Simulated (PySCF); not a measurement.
A species of formula C4H4F2O has this rotational fingerprint, computed with PBE0-D3(BJ)/def2-SVP geometry optimisation, gas phase (PySCF):

| Item | Value |
| --- | --- |
| Rotational constants | A = 3940, B = 3200, C = 2009 MHz |
| Dipole components | \|μa\| = 1.43 D, \|μb\| = 1.58 D, \|μc\| = 1.57 D |
| Inertial defect | -34.59 u·Å² |
| κ | 0.23 |

Question: Which structure is it? (One computed conformer of each.)
A. `[F:1][C@@H:2]1[CH:3]=[CH:4][O:5][C@@H:6]1[F:7]` with F1–C2–C3–C4 -128°, C3–C4–O5–C6 8°, C4–O5–C6–F7 105°, F1–C2–C6–O5 135°
B. `[CH2:1]=[CH:2][O:3][CH:4]=[C:5]([F:6])[F:7]` with C1–C2–O3–C4 -10°, C2–O3–C4–C5 131°
C. `[CH3:1][O:2][C:3]([F:4])=[C:5]=[CH:6][F:7]` with C1–O2–C3–F4 179°

Answer: A. It is F[C@@H]1C=CO[C@@H]1F, an asymmetric top, point group C1. The candidates at the same level (rigid rotor, commonest isotopes):

```
              SMILES  A (MHz)  B (MHz)  C (MHz)  μa (D)  μb (D)  μc (D)  Δ (u·Å²)  point group                        rotor
F[C@@H]1C=CO[C@@H]1F     3940     3200     2009    1.43    1.58    1.57    -34.59           C1               asymmetric top
         C=COC=C(F)F     6267     1447     1298    1.07    0.83    0.14    -40.55           C1  near-prolate asymmetric top
         COC(F)=C=CF     4078     1629     1232    0.33    2.31    1.14    -23.85           C1               asymmetric top
```

`C=COC=C(F)F` has A 59 % too high; `COC(F)=C=CF` has B 49 % too low. No structure here is proved a minimum.
